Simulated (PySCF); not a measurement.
Mayer bond orders and bond lengths

C5H9NOSi.
SMILES with atom numbers: `[CH2:1]=[CH:2][C@H:3]([C:4]#[N:5])[CH2:6][O:7][SiH3:8]` (hydrogens: H9, H10 on C1; H11 on C2; H12 on C3; H13, H14 on C6; H15, H16, H17 on Si8)

Structure used (GFN2-xTB), in Å, numbered top down from 1:
```
atom  x, y, z in Å
C1     2.2199    1.1877   -0.8762
C2     1.5993    0.0394   -0.6906
C3     0.9151   -0.3467    0.5941
C4     1.6062   -1.4747    1.1752
N5     2.1596   -2.3700    1.6206
C6    -0.5634   -0.7096    0.3578
O7    -1.2650    0.4483    0.0458
Si8   -2.8326    0.6246   -0.3354
H9     2.2759    1.9382   -0.1046
H10    2.6973    1.4262   -1.8110
H11    1.5536   -0.7067   -1.4727
H12    0.9531    0.4884    1.3036
H13   -0.6422   -1.4387   -0.4592
H14   -0.9804   -1.1698    1.2639
H15   -2.8588    2.0697   -0.4676
H16   -3.6889    0.1039    0.7342
H17   -3.1557   -0.0982   -1.5686
```

Bond orders from the PBE0/pcSseg-1 density (PySCF). One conformer (not necessarily the lowest) at the GFN2-xTB geometry, without solvent, vibrations or thermal averaging.

(1) How far do the computed orders between heavy atoms stray from the drawn ones?

(2) Set the Mayer orders of the bonds between heavy atoms beside their lengths.

Results:

(1) The largest departure is 0.098, at C6–O7 (drawn single, 0.902).

(2) 
| bond | drawn as | length (Å) | Mayer order |
| --- | --- | --- | --- |
| C1–C2 | double | 1.318 | 1.990 |
| C2–C3 | single | 1.506 | 0.978 |
| C3–C4 | single | 1.445 | 0.954 |
| C4–N5 | triple | 1.143 | 3.063 |
| C3–C6 | single | 1.541 | 0.979 |
| C6–O7 | single | 1.389 | 0.902 |
| O7–Si8 | single | 1.623 | 0.950 |

By pair of heavy elements: C–C: lowest C3–C4 (0.954, 1.445 Å), highest C1–C2 (1.990, 1.318 Å); in 2 of the 6 pairs the longer bond (by over 0.003 Å) has the higher order (by 0.02 or more).

Task: And the bonds to hydrogen?

Result: C–H: 0.92 to 0.95 (6 bonds); H–Si: 0.91 to 0.95 (3 bonds).

Task: Sum the orders of all bonds at each heavy atom with more than one neighbour and set the sums beside the valence in the SMILES.

Result: C1 3.894 (drawn 4), C2 3.919 (drawn 4), C3 3.834 (drawn 4), C4 4.017 (drawn 4), C6 3.767 (drawn 4), O7 1.852 (drawn 2), Si8 3.725 (drawn 4). Orders between atoms that aren't bonded are not in these sums.

Mayer orders depend on the basis set.
